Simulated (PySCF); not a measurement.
H2ClO (SMILES [OH2+]Cl), charge +1, singlet, at a GFN2-xTB geometry, with bond 2-1 at 3.0 times its length; HF/pcseg-1 (PySCF).

PySCF was given this input:
```python
from pyscf import gto, scf

mol = gto.M(
    atom='''
O    -0.049532    1.109915   -0.066432
H    -2.880952    1.907509    0.344807
Cl    0.050255   -0.690195   -0.010689
H     0.535256    1.478225    0.642523
''',
    basis='pcseg-1',
    charge=1,
    spin=0,
    verbose=4,
)

mf = scf.RHF(mol)
mf.kernel()
mo_i, mo_e, stable_i, stable_e = mf.stability(internal=True, external=True, return_status=True, nroots=6, tol=1e-6)
print('internally stable:', stable_i, ' externally stable:', stable_e)
if not stable_e:
    umf = mf.to_uhf() if not hasattr(mf, 'xc') else mf.to_uks()
    umf.scf_summary = {}
    umf.kernel(umf.make_rdm1(mo_e, umf.mo_occ))
mf.analyze()
```

Output, abridged:

```
PySCF version 2.14.0

[INPUT] verbose = 4
[INPUT] num. atoms = 4
[INPUT] num. electrons = 26
[INPUT] charge = 1
[INPUT] spin (= nelec alpha-beta = 2S) = 0
[INPUT] symmetry False subgroup None
[INPUT] Mole.unit = angstrom
[INPUT] Symbol           X                Y                Z      unit          X                Y                Z       unit  Magmom
[INPUT]  1 O     -0.049532000000   1.109915000000  -0.066432000000 AA   -0.093601914402   2.097435371547  -0.125538285907 Bohr   0.0
[INPUT]  2 H     -2.880952000000   1.907509000000   0.344807000000 AA   -5.444210258018   3.604669590143   0.651590795833 Bohr   0.0
[INPUT]  3 Cl     0.050255000000  -0.690195000000  -0.010689000000 AA    0.094968186390  -1.304279522544  -0.020199282545 Bohr   0.0
[INPUT]  4 H      0.535256000000   1.478225000000   0.642523000000 AA    1.011487246530   2.793440400485   1.214192498734 Bohr   0.0

nuclear repulsion = 51.925471737334
number of shells = 10
number of NR pGTOs = 83
number of NR cGTOs = 42
basis = pcseg-1
ecp = {}

******** <class 'pyscf.scf.hf.RHF'> ********
method = RHF
initial guess = minao
damping factor = 0
level_shift factor = 0
DIIS = <class 'pyscf.scf.diis.CDIIS'>
diis_start_cycle = 1
diis_space = 8
diis_damp = 0
SCF conv_tol = 1e-09
SCF conv_tol_grad = None
SCF max_cycles = 50
direct_scf = True
direct_scf_tol = 1e-13
Set gradient conv threshold to 3.16228e-05
Initial guess from minao.
init E= -534.945536469933
cycle= 1 E= -534.798496387841  delta_E= 0.147  |g|= 0.272  |ddm|= 1.87
cycle= 2 E= -534.819721990178  delta_E= -0.0212  |g|= 0.0631  |ddm|= 0.315
cycle= 3 E= -534.821997993263  delta_E= -0.00228  |g|= 0.0226  |ddm|= 0.103
cycle= 4 E= -534.823138480156  delta_E= -0.00114  |g|= 0.0127  |ddm|= 0.0929
cycle= 5 E= -534.823818353066  delta_E= -0.00068  |g|= 0.0101  |ddm|= 0.0889
cycle= 6 E= -534.824027797086  delta_E= -0.000209  |g|= 0.00437  |ddm|= 0.0519
cycle= 7 E= -534.824070921567  delta_E= -4.31e-05  |g|= 0.00167  |ddm|= 0.0309
cycle= 8 E= -534.82407331378  delta_E= -2.39e-06  |g|= 0.000652  |ddm|= 0.00422
cycle= 9 E= -534.82407499488  delta_E= -1.68e-06  |g|= 0.000329  |ddm|= 0.00562
cycle= 10 E= -534.82407534944  delta_E= -3.55e-07  |g|= 0.000193  |ddm|= 0.00194
cycle= 11 E= -534.824075546433  delta_E= -1.97e-07  |g|= 0.0001  |ddm|= 0.0018
cycle= 12 E= -534.824075612065  delta_E= -6.56e-08  |g|= 3.9e-05  |ddm|= 0.00133
cycle= 13 E= -534.824075619033  delta_E= -6.97e-09  |g|= 1.5e-05  |ddm|= 0.000412
cycle= 14 E= -534.824075619794  delta_E= -7.61e-10  |g|= 6.21e-06  |ddm|= 0.000129
Extra cycle  E= -534.824075619856  delta_E= -6.21e-11  |g|= 4.05e-06  |ddm|= 1.86e-05
converged SCF energy = -534.824075619856
rhf_internal: lowest eigs of H = [0.17971221 0.32340845 0.5226882  0.55626779 0.65390917 0.7765563 ]
<class 'pyscf.scf.hf.RHF'> wavefunction is stable in the internal stability analysis
rhf_real2complex: lowest eigs of H = [0.02294139 0.04443754 0.11679687 0.12938523 0.14693375 0.15410772]
<class 'pyscf.scf.hf.RHF'> wavefunction is stable in the real -> complex stability analysis
rhf_external: lowest eigs of H = [-0.07036635  0.01218012  0.03825767  0.06375127  0.09152577  0.10263342]
<class 'pyscf.scf.hf.RHF'> wavefunction has an RHF/RKS -> UHF/UKS instability
internally stable: True  externally stable: False

******** <class 'pyscf.scf.uhf.UHF'> ********
method = UHF
initial guess = minao
damping factor = 0
level_shift factor = 0
DIIS = <class 'pyscf.scf.diis.CDIIS'>
diis_start_cycle = 1
diis_space = 8
diis_damp = 0
SCF conv_tol = 1e-09
SCF conv_tol_grad = None
SCF max_cycles = 50
direct_scf = True
direct_scf_tol = 1e-13
number electrons alpha = 13  beta = 13
Set gradient conv threshold to 3.16228e-05
init E= -534.790134746534
cycle= 1 E= -534.818149972065  delta_E= -0.028  |g|= 0.076  |ddm|= 0.261
cycle= 2 E= -534.829430076964  delta_E= -0.0113  |g|= 0.0735  |ddm|= 0.209
cycle= 3 E= -534.837224037398  delta_E= -0.00779  |g|= 0.0571  |ddm|= 0.113
cycle= 4 E= -534.838812892481  delta_E= -0.00159  |g|= 0.0575  |ddm|= 0.024
cycle= 5 E= -534.824482957168  delta_E= 0.0143  |g|= 0.0424  |ddm|= 0.257
cycle= 6 E= -534.815449177646  delta_E= 0.00903  |g|= 0.0457  |ddm|= 0.357
cycle= 7 E= -534.815680710565  delta_E= -0.000232  |g|= 0.0427  |ddm|= 0.00998
cycle= 8 E= -534.818989564958  delta_E= -0.00331  |g|= 0.00943  |ddm|= 0.134
cycle= 9 E= -534.81964859573  delta_E= -0.000659  |g|= 0.00912  |ddm|= 0.0728
cycle= 10 E= -534.819649949038  delta_E= -1.35e-06  |g|= 0.00904  |ddm|= 0.0275
cycle= 11 E= -534.819527189724  delta_E= 0.000123  |g|= 0.0104  |ddm|= 0.0421
cycle= 12 E= -534.819507040305  delta_E= 2.01e-05  |g|= 0.0095  |ddm|= 0.0104
cycle= 13 E= -534.819565714646  delta_E= -5.87e-05  |g|= 0.00288  |ddm|= 0.0213
cycle= 14 E= -534.819619035865  delta_E= -5.33e-05  |g|= 0.00201  |ddm|= 0.0184
cycle= 15 E= -534.819694994257  delta_E= -7.6e-05  |g|= 0.00203  |ddm|= 0.0283
cycle= 16 E= -534.819777575338  delta_E= -8.26e-05  |g|= 0.00156  |ddm|= 0.0346
cycle= 17 E= -534.819878362434  delta_E= -0.000101  |g|= 0.00167  |ddm|= 0.0477
cycle= 18 E= -534.819857775999  delta_E= 2.06e-05  |g|= 0.0017  |ddm|= 0.0103
cycle= 19 E= -534.819974635235  delta_E= -0.000117  |g|= 0.00179  |ddm|= 0.0612
cycle= 20 E= -534.819948595461  delta_E= 2.6e-05  |g|= 0.00211  |ddm|= 0.0133
cycle= 21 E= -534.820024868319  delta_E= -7.63e-05  |g|= 0.00313  |ddm|= 0.0383
cycle= 22 E= -534.819917064787  delta_E= 0.000108  |g|= 0.00289  |ddm|= 0.0507
cycle= 23 E= -534.819886395554  delta_E= 3.07e-05  |g|= 0.00249  |ddm|= 0.0173
cycle= 24 E= -534.819920520817  delta_E= -3.41e-05  |g|= 0.00253  |ddm|= 0.0179
cycle= 25 E= -534.819963240839  delta_E= -4.27e-05  |g|= 0.00284  |ddm|= 0.0232
cycle= 26 E= -534.820029116269  delta_E= -6.59e-05  |g|= 0.00249  |ddm|= 0.0337
cycle= 27 E= -534.819921423858  delta_E= 0.000108  |g|= 0.00397  |ddm|= 0.0561
cycle= 28 E= -534.819920921745  delta_E= 5.02e-07  |g|= 0.00399  |ddm|= 0.000378
cycle= 29 E= -534.820155458489  delta_E= -0.000235  |g|= 0.00424  |ddm|= 0.113
cycle= 30 E= -534.819796398455  delta_E= 0.000359  |g|= 0.00581  |ddm|= 0.171
cycle= 31 E= -534.819882227579  delta_E= -8.58e-05  |g|= 0.00561  |ddm|= 0.0409
cycle= 32 E= -534.819924814366  delta_E= -4.26e-05  |g|= 0.00616  |ddm|= 0.0231
cycle= 33 E= -534.820067105082  delta_E= -0.000142  |g|= 0.00743  |ddm|= 0.0707
cycle= 34 E= -534.819922029322  delta_E= 0.000145  |g|= 0.00655  |ddm|= 0.0706
cycle= 35 E= -534.8198873246  delta_E= 3.47e-05  |g|= 0.00682  |ddm|= 0.0196
cycle= 36 E= -534.820024400986  delta_E= -0.000137  |g|= 0.0082  |ddm|= 0.0807
cycle= 37 E= -534.82003601807  delta_E= -1.16e-05  |g|= 0.00852  |ddm|= 0.00485
cycle= 38 E= -534.819951313427  delta_E= 8.47e-05  |g|= 0.00846  |ddm|= 0.0408
cycle= 39 E= -534.81983745538  delta_E= 0.000114  |g|= 0.00498  |ddm|= 0.0663
cycle= 40 E= -534.819666375086  delta_E= 0.000171  |g|= 0.00907  |ddm|= 0.074
cycle= 41 E= -534.820047699584  delta_E= -0.000381  |g|= 0.00849  |ddm|= 0.181
cycle= 42 E= -534.820034844166  delta_E= 1.29e-05  |g|= 0.00732  |ddm|= 0.023
cycle= 43 E= -534.820023932494  delta_E= 1.09e-05  |g|= 0.00716  |ddm|= 0.0059
cycle= 44 E= -534.820035406133  delta_E= -1.15e-05  |g|= 0.00742  |ddm|= 0.0145
cycle= 45 E= -534.819904655035  delta_E= 0.000131  |g|= 0.00757  |ddm|= 0.081
cycle= 46 E= -534.820108216136  delta_E= -0.000204  |g|= 0.00766  |ddm|= 0.106
cycle= 47 E= -534.820024853721  delta_E= 8.34e-05  |g|= 0.00427  |ddm|= 0.0451
cycle= 48 E= -534.820033660495  delta_E= -8.81e-06  |g|= 0.00429  |ddm|= 0.00423
cycle= 49 E= -534.819862833156  delta_E= 0.000171  |g|= 0.00453  |ddm|= 0.087
cycle= 50 E= -534.81989616533  delta_E= -3.33e-05  |g|= 0.00427  |ddm|= 0.049
SCF not converged.
SCF energy = -534.81989616533 after 50 cycles  <S^2> = 0.16731994  2S+1 = 1.2920061
**** SCF Summaries ****
Total Energy =                        -534.824075619855762
Nuclear Repulsion Energy =              51.925471737334043
One-electron Energy =                 -837.785573960936631
Two-electron Energy =                  251.036026603746819
Two-electron Coulomb Energy =          286.971965630862712
DFT Exchange-Correlation Energy =      -35.935939027115893
**** MO energy ****
MO #1   energy= -105.038938081345  occ= 2
MO #2   energy= -20.823075419384   occ= 2
MO #3   energy= -10.7721985309263  occ= 2
MO #4   energy= -8.25227928903633  occ= 2
MO #5   energy= -8.24733851237438  occ= 2
MO #6   energy= -8.24716577406076  occ= 2
MO #7   energy= -1.56335008515376  occ= 2
MO #8   energy= -1.23586803226419  occ= 2
MO #9   energy= -0.885329042534685 occ= 2
MO #10  energy= -0.768336921661388 occ= 2
MO #11  energy= -0.757564193059695 occ= 2
MO #12  energy= -0.645315877891596 occ= 2
MO #13  energy= -0.619995763742762 occ= 2
MO #14  energy= -0.447428116329465 occ= 0
MO #15  energy= -0.112438757633479 occ= 0
MO #16  energy= 0.0156105189806324 occ= 0
MO #17  energy= 0.192490230179117  occ= 0
MO #18  energy= 0.36591848112094   occ= 0
MO #19  energy= 0.380767420969991  occ= 0
MO #20  energy= 0.383189177727019  occ= 0
MO #21  energy= 0.480231067912114  occ= 0
 ** Mulliken pop on meta-lowdin orthogonal AOs  **
 ** Mulliken pop  **
 ** Mulliken atomic charges  **
charge of    0O =     -0.50269
charge of    1H =      0.86832
charge of    2Cl =      0.25672
charge of    3H =      0.37765

WARN: System has nonzero charge 1; the dipole moment is origin-dependent.
Location of origin: [0. 0. 0.]

Dipole moment(X, Y, Z, Debye): -10.53959,  7.63693,  2.86463
```

Convergence was not reached.
